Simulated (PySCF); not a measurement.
**Radial density of Se⁺ (selenium, charge +1)**

UHF, [Ar] 3d10 4s2 4p3, high-spin 4S determinant. All numbers are calculated (PySCF 2.14, scalar relativity through the core potential, in aug-cc-pVQZ-PP with ECP10MDF). This is the valence pseudo-density: the core potential removes the inner electrons and smooths the orbitals near the nucleus.

| r (bohr) | 4πr²ρ (e/bohr) | 4πr²(ρα − ρβ) |
| --- | --- | --- |
| 0.000590 | 3.082e-05 | 0.0000 |
| 0.000992 | 8.656e-05 | 0.0000 |
| 0.00167 | 0.0002401 | 0.0000 |
| 0.00281 | 0.0006474 | 0.0000 |
| 0.00472 | 0.001667 | 0.0000 |
| 0.00794 | 0.004071 | 0.0000 |
| 0.0134 | 0.009001 | 0.0000 |
| 0.0225 | 0.01742 | 0.0000 |
| 0.0378 | 0.03121 | 0.0000 |
| 0.0636 | 0.09997 | -0.0001 |
| 0.107 | 0.7442 | -0.0010 |
| 0.180 | 4.791 | 0.0044 |
| 0.303 | 19.49 | 0.1390 |
| 0.509 | 32.38 | 0.2013 |
| 0.856 | 12.30 | 0.0873 |
| 1.44 | 3.832 | 1.5141 |
| 2.42 | 1.775 | 1.2011 |
| 4.07 | 0.1362 | 0.1135 |
| 6.85 | 0.0005737 | 0.0005 |

Energies and moments cover only the electrons outside the core potential.
